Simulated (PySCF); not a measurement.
LDA on H- (hydrogen, charge -1), 1s2, closed-shell 1S. Calculation: PySCF 2.14, in def2-QZVPPD (4s4p2d1f, 33 functions); no relativity, point nucleus.

```
cycle= 1 E= -0.496509417694817  delta_E= -0.000486  |g|= 0.0104  |ddm|= 0.187
cycle= 2 E= -0.496547928929101  delta_E= -3.85e-05  |g|= 0.00896  |ddm|= 0.0855
cycle= 3 E= -0.49666213982282  delta_E= -0.000114  |g|= 5.33e-05  |ddm|= 0.0401
cycle= 4 E= -0.496662142971145  delta_E= -3.15e-09  |g|= 1.34e-06  |ddm|= 0.000136
cycle= 5 E= -0.49666214297474  delta_E= -3.6e-12  |g|= 5.64e-08  |ddm|= 1.1e-05
converged SCF energy = -0.49666214297474  <S^2> = -4.4408921e-15  2S+1 = 1
```

Highest occupied orbital energy: 2.974 eV; ⟨L²⟩ = 0.00; populations by l: s 2.00, p 0.00, d 0.00, f 0.00.

Can this result be used?

With care. Self-consistency was reached. At LDA the highest occupied level has a positive energy, so only the finite basis holds that electron; in a semilocal or global hybrid functional this comes from self-interaction and does not mean that the real anion is unbound.
